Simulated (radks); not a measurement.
Values are calculated unless marked as measured or tabulated.
Polarisability of the terbium ion Tb+, [Xe] 4f9 6s1, at imaginary frequency. Level of theory: scalar-relativistic Kohn-Sham, exchange-only LDA, spin-polarised, spherical densities, finite nucleus; open shells are filled with parallel spins first (spin-orbit coupling, left out, can overturn this in heavy ions); Fermi nuclear charge, rms radius 5.06 fm (a radial shooting solver on a logarithmic mesh with Libxc functionals). Response by self-consistent Sternheimer equations with the Hartree and adiabatic exchange-only LDA kernel, the relativistic mass of each level held fixed and spin-orbit coupling left out.

| w (hartree) | alpha1(iw) (bohr^3) |
|---|---|
| 0.00266 | 71.03 |
| 0.0143 | 70.28 |
| 0.0360 | 66.45 |
| 0.0697 | 56.72 |
| 0.118 | 42.05 |
| 0.186 | 27.88 |
| 0.280 | 17.88 |
| 0.413 | 11.80 |
| 0.605 | 8.109 |
| 0.892 | 5.591 |
| 1.35 | 3.640 |
| 2.12 | 2.112 |
| 3.59 | 1.041 |
| 6.94 | 0.4012 |
| 17.5 | 0.09298 |

Static values: alpha1 = 71.06 bohr^3 (10.53 angstrom^3; uncoupled 123.3). C6 = 600.6, triple-dipole C9 = 29290 atomic units. One-pole (London) frequency 4 C6 / (3 alpha1^2) = 0.159 hartree, against 0.212 for minus the highest occupied eigenvalue.
